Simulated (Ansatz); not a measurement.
Li12F12 (started as a model of: (LiF)12 cage of four- and six-membered rings), relaxed as a singlet with RKS r2SCAN-D4/def2-SVP in Ansatz, starting from the GFN2-xTB geometry. Force threshold 0.03 eV/Å.

Start:

Cartesian coordinates in Å:
```
Li -2.414 -0.614 2.277
F -2.728 -0.889 0.571
Li -1.737 -2.346 0.800
F -1.342 -2.091 2.488
Li -0.105 -0.851 2.635
F -1.233 0.508 2.925
Li -0.877 1.684 1.762
F -1.707 1.802 0.199
Li -1.816 0.195 -0.407
F -0.898 -0.216 -1.821
Li -0.045 -1.709 -1.645
F -0.523 -2.729 -0.306
Li 1.035 -2.107 0.338
F 1.161 -0.806 1.471
F 1.705 -1.826 -1.253
Li 1.585 0.698 0.713
F 0.694 2.108 1.139
Li -0.224 2.565 -0.308
F 0.431 2.580 -1.867
Li 0.070 0.983 -2.589
Li 2.447 -0.390 -1.737
F 2.720 0.915 -0.562
Li 2.067 1.951 -1.820
F 1.733 0.586 -3.004
```

| step | energy (eV) | largest force component (eV/Å) | SCF passes |
| --- | --- | --- | --- |
| 1 | -35063.3819 | 0.820 | 16 |
| 2 | -35063.8853 | 0.331 | 16 |
| 3 | -35064.0501 | 0.037 | 15 |
| 4 | -35064.0514 | 0.006 | 18 |

Force components are those of the run's own axes.

End:

```xyz
24

Li   -2.4624   -0.6661    2.3333
F    -2.7775   -0.9373    0.5900
Li   -1.8275   -2.4619    0.8472
F    -1.4265   -2.1433    2.5557
Li   -0.1070   -0.9456    2.7753
F    -1.2322    0.4683    2.9430
Li   -0.8865    1.7450    1.8159
F    -1.7508    1.8388    0.2320
Li   -2.1021    0.2670   -0.5543
F    -0.9585   -0.1917   -1.9176
Li   -0.1076   -1.7591   -1.6780
F    -0.4940   -2.7287   -0.2270
Li    1.1181   -2.1332    0.3458
F     1.2210   -0.8196    1.5714
F     1.6681   -1.7931   -1.3205
Li    1.8290    0.7853    0.9144
F     0.7107    2.1678    1.1393
Li   -0.2517    2.6393   -0.3153
F     0.4451    2.5631   -1.9054
Li    0.0929    0.9995   -2.7568
Li    2.5715   -0.4041   -1.8280
F     2.7837    0.9134   -0.5982
Li    2.1240    1.9692   -1.8874
F     1.8203    0.6267   -3.0747
```

By distances, no bond broke or formed. The bond that changes most is Li9–F10, from 1.74 to 1.84 Å (atoms count from 1).

No frequencies were taken in this run, so the end may be a saddle point.

It took 31 s on 4 threads of Intel Xeon Platinum 8488C on a shared host.
